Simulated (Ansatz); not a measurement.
Ideal-gas functions of `[Br][Zr]([Br])([Br])[Br]` at 600 K and 1 bar, from an Ansatz frequency run at PBE0-D4/def2-TZVP.

Molar mass 410.84 g/mol, point group Td (symmetry number 12), electronic degeneracy 1, moments of inertia 1295.907, 1296.366, 1296.458 u Å². Harmonic wavenumbers (cm⁻¹, unscaled): 60, 60, 71, 71, 71, 233, 321, 321, 321.

Use S(trans) = R[1.5 ln M + 2.5 ln T − 1.1517]; rotational temperatures θ = 24.2544 K / I; S(rot) = R[ln(√π/σ · √(T³/θAθBθC)) + 1.5]; for each mode x = 1.438777 ν̃/T, S = R[x/(eˣ − 1) − ln(1 − e⁻ˣ)] and H = RT x/(eˣ − 1); 1 cm⁻¹ = 0.0119627 kJ/mol; R = 8.31446 J/(mol·K).

By hand: the entropy, in J/(mol·K).

Translation 198.4. Rotation: θ = 0.0187, 0.0187, 0.0187 K, giving 126.0. Vibration, mode by mode: 24.44, 24.44, 23.04, 23.04, 23.04, 13.26, 10.69, 10.69, 10.69, in all 163.4. Electronic 0.0. Sum 487.8 J/(mol·K).

By hand: H − E and G − E in kJ/mol, counted from the electronic energy.

Zero-point energy ½ × 1529 × 0.0119627 = 9.1; thermal vibration 36.7; translation, rotation and pV give 4 RT = 20.0. H − E = 65.8 kJ/mol, and G − E = 65.8 − 600 × 487.8/1000 = -226.9 kJ/mol.

Vibration gives 33 % of the entropy, 118.0 J/(mol·K) of it from the modes under 150 cm⁻¹: soft modes count most, and the harmonic formula is weakest for them.
